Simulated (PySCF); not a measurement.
Correlation energy of Mo (molybdenum, neutral)

[Kr] 4d5 5s1, high-spin 7S determinant. Calculation: PySCF 2.14, in aug-cc-pwCVDZ-PP with ECP28MDF (6s6p5d3f, 70 functions); scalar relativity through the core potential. Frozen: 4s2 4p6; 6 electrons correlated.

```json
{"level": "CCSD", "correlation energy (mhartree)": "-86.13"}
{"level": "(T)", "correlation energy (mhartree)": "-1.87"}
{"level": "CCSD(T)", "correlation energy (mhartree)": "-88.00"}
```

Diagnostics: T1 = 0.011, D1 = 0.0326, largest double amplitude 0.019.

Cost of the coupled-cluster step: roughly 4 core-seconds, for 6 correlated electrons.
